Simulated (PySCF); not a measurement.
## Dipole response of S⁺ (sulfur, charge +1)

[Ne] 3s1 3p3 4s1, high-spin 6S determinant (an excited configuration). Computed with PySCF 2.14 in aug-cc-pV(5+d)Z (8s7p6d4f3g2h, 136 functions), with the non-relativistic Hamiltonian (point nucleus). Coupled (time-dependent) response in atomic units; α is the mean over directions.

```json
{"method": "UHF", "mean α (bohr³)": "175.8", "C₆ (like pair)": "1913", "S(−4)": "28390"}
{"method": "PBE", "mean α (bohr³)": "146.1", "C₆ (like pair)": "1457", "S(−4)": "19820"}
{"method": "PBE0", "mean α (bohr³)": "158.6", "C₆ (like pair)": "1641", "S(−4)": "23330"}
{"method": "MN15", "mean α (bohr³)": "160.0", "C₆ (like pair)": "1692", "S(−4)": "22810"}
```

S(−4) is the Cauchy moment in α(ω) = α(0) + S(−4) ω² + …

α(iu) at PBE0:

```
u (hartree)  α(iu) (bohr³)
          0          158.6
     0.0500          116.4
      0.100          66.50
      0.200          27.46
      0.300          15.85
      0.500          8.182
      0.750          4.768
       1.00          3.146
       1.50          1.667
       2.00          1.040
       3.00         0.5334
       5.00         0.2361
```

For an ion, C₆ is the dispersion term alone; charge-induced terms of lower order in 1/R come first.

The outer electron is Rydberg-like, and this basis confines it to a smaller radius and binds it less than a complete one would.
